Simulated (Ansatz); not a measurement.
Basis-set extrapolation for CH7AlClNSi, SMILES `[AlH2][NH][SiH2]CCl` (PBE0-D4/def2-TZVP geometry, frozen core, the Gaussian-basis code of Ansatz). Multiplicity 1, RHF reference.

```
                       def2-TZVPP    def2-QZVPP
                 HF  -1086.874337  -1086.908461
    MP2 correlation     -0.784856     -0.846240
CCSD(T) correlation     -0.879166       not run
```

Energies in hartree. Use E(X) = E(∞) + A·exp(−7.88·√X) for Hartree–Fock and E(X) = E(∞) + B·X^(−2.97) for correlation, with X = 3 and 4, and add CCSD(T) minus MP2 of the smaller set to the MP2 limit.

Task: What is the CCSD(T) energy at the basis-set limit?

Result: HF limit: -1086.908461 + (-0.034124) × 0.13774 = -1086.91316. MP2 limit: -0.846240 + (-0.061384) × 0.74074 = -0.89171. Higher-order term: -0.879166 − (-0.784856) = -0.09431. Total: -1087.89918 hartree, 382.5 kJ/mol below CCSD(T)/def2-TZVPP.
